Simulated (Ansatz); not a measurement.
Relaxation of FH5O3Zr (10 atoms, charge 0, multiplicity 1), to a largest force component of 0.03 eV/Å in at most 50 steps.

Theory: RKS PBE0-D4/def2-SVP in Ansatz.

```xyz
10
Properties=species:S:1:pos:R:3
Zr -0.137 -0.230 0.123
F -0.015 -0.023 2.068
O 1.611 -0.412 -0.647
H 2.421 -0.627 -1.106
O -1.091 1.244 -0.650
H -1.648 1.867 -1.114
O -1.122 -1.840 -0.188
H -1.623 -2.641 -0.343
H 1.369 2.199 1.191
H 1.089 1.752 1.679
```

Problem. Where does it end, and by what steps?

Solution. It converged. After 12 steps the energy has fallen by 0.091 eV; H9 moved furthest, 0.85 Å.

```
step  energy less start (eV)  largest force component (eV/Å)  accepted
   0                  0.0000                           1.187       yes
   1                 -0.0727                           0.142       yes
   2                 -0.0805                           0.047       yes
   3                 -0.0831                           0.043       yes
   4                 -0.0846                           0.060       yes
   5                 -0.0873                           0.110       yes
   6                 -0.0883                           0.084       yes
   7                 -0.0894                           0.076       yes
   8                 -0.0899                           0.090       yes
   9                 -0.0903                           0.089       yes
  10                 -0.0907                           0.067       yes
  11                 -0.0910                           0.030       yes
  12                 -0.0911                           0.007       yes
```

```xyz
10
Properties=species:S:1:pos:R:3
Zr -0.217 -0.364 0.000
F 0.029 0.038 1.868
O 1.506 -0.570 -0.815
H 2.331 -0.671 -1.285
O -1.178 1.082 -0.815
H -1.637 1.774 -1.286
O -1.220 -1.992 -0.145
H -1.713 -2.791 -0.319
H 1.669 2.704 1.807
H 1.284 2.077 2.004
```

The run took 45 s on 2 threads of Arm Neoverse V2, on a shared host, peak memory 0.25 GiB.
